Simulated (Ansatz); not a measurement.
`[SiH3][Al]1[CH2][SiH2]1` and `[Cl][Al]1[CH2][SiH2]1` differ in one atom or group.

Ansatz, PBE0-D4/def2-TZVP geometries, multiplicity 1. 

```tsv
property	`[SiH3][Al]1[CH2][SiH2]1`
HOMO energy (ωB97M-V/def2-TZVPP) / eV	-7.85
HOMO–LUMO gap (B3LYP/def2-TZVPP) / eV	3.46
HOMO–LUMO gap (PBE/def2-TZVPP) / eV	2.11
size of the dipole moment (ωB97M-V/def2-TZVPP) / D	1.15
size of the dipole moment (PBE/def2-TZVPP) / D	1.07
HOMO energy (PBE/def2-TZVPP) / eV	-5.01
```

Q: Give the same properties after the change, and the shifts. (An estimate is asked.)

A: Ansatz gave: 
| property | `[Cl][Al]1[CH2][SiH2]1` | shift |
| --- | --- | --- |
| HOMO energy (ωB97M-V/def2-TZVPP) / eV | -8.29 | -0.44 |
| HOMO–LUMO gap (B3LYP/def2-TZVPP) / eV | 4.30 | 0.84 |
| HOMO–LUMO gap (PBE/def2-TZVPP) / eV | 2.86 | 0.75 |
| size of the dipole moment (ωB97M-V/def2-TZVPP) / D | 0.58 | -0.57 |
| size of the dipole moment (PBE/def2-TZVPP) / D | 0.74 | -0.33 |
| HOMO energy (PBE/def2-TZVPP) / eV | -5.33 | -0.32 |

With PBE0 the HOMO falls by 0.39 eV and the LUMO rises by 0.45 eV, so the gap widens by about 0.84 eV. PBE moves the HOMO by -0.32 eV and ωB97M-V by -0.44 eV. Dipoles are sizes alone; their direction can turn.

B3LYP here is the variant with VWN-RPA as its local correlation; programs differ in this.
